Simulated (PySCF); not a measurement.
**Diatomics with 66 electrons**

HF in PySCF with x2c-TZVPPall on every atom, spin-free X2C, for the lowest determinant that a PBE0 search found; no spin–orbit coupling. All have 66 electrons, 10 of them in the valence shells, and the same state, a singlet (closed shell). For ions De leads to the atom and ion picked by measured ionisation energies and electron affinities.

```csv
species,difference of nuclear charges,Re (Å),ωe (cm⁻¹),k (mdyn/Å),De (eV),dissociates to,Mayer bond order
As2,0,2.057,509,5.72,0.48,As + As,2.95
GeSe,2,2.119,441,4.41,2.74,Ge + Se,2.28
SnS,34,2.189,540,4.33,2.59,Sn + S,2.11
SbP,36,2.152,603,5.29,0.22,Sb + P,2.95
```

Which member of the whole set has the stiffest bond, and how does it compare with the softest?

As2 with k = 5.72 mdyn/Å, 1.3 times that of SnS.

These are scalar-relativistic numbers at best; spin–orbit coupling would shift them, the dissociation energy most. Where the molecule has an RHF reference, its open-shell atoms are computed with UHF. Hartree–Fock leaves out correlation, which carries a large part of most bond energies and some tenths to 1 eV of ionisation energies.
